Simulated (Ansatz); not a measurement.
`[CH3][GaH][CH3]` + PH₃ → `[CH3][GaH-]([CH3])[PH3+]`  (adduct formation)

Gas-phase electronic energies from Ansatz, PBE0-D4/def2-TZVP geometries. CCSD(T)/CBS is the MP2 limit (def2-TZVPP, def2-QZVPP) plus CCSD(T) − MP2 in def2-TZVPP, frozen cores. This one scheme is used for every species. DFT in def2-TZVPP. HSE06 is defined as in plane-wave codes. For Ga outer-core shells are correlated without core-valence functions, which leaves a few kJ/mol of doubt a bond. Scalar relativity is left out up to krypton. Each species was taken in one conformer, which may not be the lowest.

```
          level  ΔE (kJ/mol)
         PBE-D4        -48.8
      r2SCAN-D4        -49.2
       HSE06-D4        -49.5
   CAM-B3LYP-D4        -42.2
         revPBE        -23.2
          BHLYP        -29.9
   MP2/def2-SVP        -42.8
CCSD/def2-TZVPP        -40.3
```

Task: What does CCSD(T)/CBS give? (Estimate.)

Result: Ansatz gave: -44.4 kJ/mol. The listed levels differ from it by -4.4, -4.8, -5.1, 2.2, 21.2, 14.5, 1.6, 4.1 kJ/mol.

Largest T1 diagnostic among the species: 0.013.

The D4 term adds −18.3 kJ/mol with B3LYP and −10.4 kJ/mol with PBE0; it sums over pairs of atoms, weighted by their polarisabilities, and B3LYP, whose exchange is more repulsive, gets the larger term. From BLYP to BHLYP (50 % exact exchange), in def2-TZVPP and without D4, ΔE moves by −11.6 kJ/mol.

CCSD(T)/CBS has its own doubt, a few kJ/mol and more with outer-core shells, so smaller differences from it don't rank the levels.

B3LYP here is the variant with VWN-RPA as its local correlation; programs differ in this.
